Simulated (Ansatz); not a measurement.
Reaction (atomization): `[NH2][Al]([O][SiH3])[O][SiH3]` → Al• + 8 H• + N• + 2 O• + 2 Si•

Computed with Ansatz on PBE0-D4/def2-TZVP structures; ΔE is electronic, products minus reactants. CBS: MP2 limit from def2 TZ/QZ plus the TZ coupled-cluster correction, frozen cores. This one scheme is used for every species, atoms too. For atomizations the MP2-based limit and the directly extrapolated one differ by several kJ/mol either way, and by 10 to 25 for some Ge, Se and Sn compounds, so smaller differences from it don't rank the levels. DFT in def2-TZVPP. No spin–orbit coupling; open shells (•) take unrestricted orbitals. Spin–orbit coupling would lower the free atoms: a little for Al, O, Si. One conformer a species, not always the lowest.

```
                        species  PBE0 energy (Eh)
`[NH2][Al]([O][SiH3])[O][SiH3]`       -1031.19479
                            Al•        -242.24899
                             H•          -0.50104
                             N•         -54.54382
                             O•         -75.01860
                            Si•        -289.24948
```

Work out ΔE.

ΔE = 8 × (-0.50104) + 2 × (-75.01860) + 2 × (-289.24948) + (-242.24899) + (-54.54382) − (-1031.19479) = 1.85750 Eh = +50.55 eV. CCSD(T)/CBS gives +52.06 eV.

Largest T1 diagnostic among the species: 0.018.

In def2-TZVPP, CCSD(T) changes the Hartree–Fock value by +12.27 eV (the triples alone add +0.59 eV) and MP2 by +13.02 eV; breaking electron pairs costs correlation energy, which Hartree–Fock lacks. From PBE to PBE0 (25 % exact exchange), in def2-TZVPP and without D4, ΔE moves by −0.59 eV: exact exchange takes away binding that semilocal exchange gives to molecules.
